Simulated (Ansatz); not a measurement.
Molecule: TiH (charge 0, quartet). SMILES: [TiH]
Coordinates optimised at B3LYP-D3(BJ)/def2-TZVP (Ansatz, a quantum-chemistry and plane-wave program):
```
Ti
H 1 1.7615
```
Charge 0, spin multiplicity 4.

Wanted: vertical ionisation energy to the triplet, in eV. Terms: non-relativistic; 6-31G* and kin with 6d, 5d where marked; LANL2DZ with its own core potentials from Na on; no spin-orbit coupling; valence correlation only (noble-gas shells and the d and f shells of earlier blocks); each state is the SCF solution reached for its charge and spin; UHF or UKS for open shells. First-principles rows: single points at B3LYP-D3(BJ) geometries (Ansatz). The spin state of an ion or metal species was assumed, not searched.

```tsv
level	program	vertical ionisation energy to the triplet (eV)
HF/6-31G*	Ansatz	5.98
HF/6-31G* with LANL2DZ past Ar	Ansatz	6.11
PBE/6-31G*	Ansatz	6.50
PBE/6-31G* with LANL2DZ past Ar	Ansatz	6.90
B3LYP/STO-3G	Ansatz	3.67
B3LYP/3-21G	Ansatz	6.30
B3LYP/6-31G*	Ansatz	6.50
B3LYP/6-31G* with LANL2DZ past Ar	Ansatz	6.84
MP2/6-31G*	Ansatz	6.02
PBE/def2-TZVPD	Ansatz	6.84
```

No value to compare with is used here. The 9 habitual levels span 3.67 (B3LYP/STO-3G) to 6.90 eV (PBE/6-31G* with LANL2DZ past Ar); PBE/def2-TZVPD gives 6.84.

The levels are drawn from those run, B3LYP/6-31G* more often than the rest, none by its result; left out are runs that failed, that the program found above a lower state of the same kind, or whose <S^2> lies over 0.5 above the pure value.
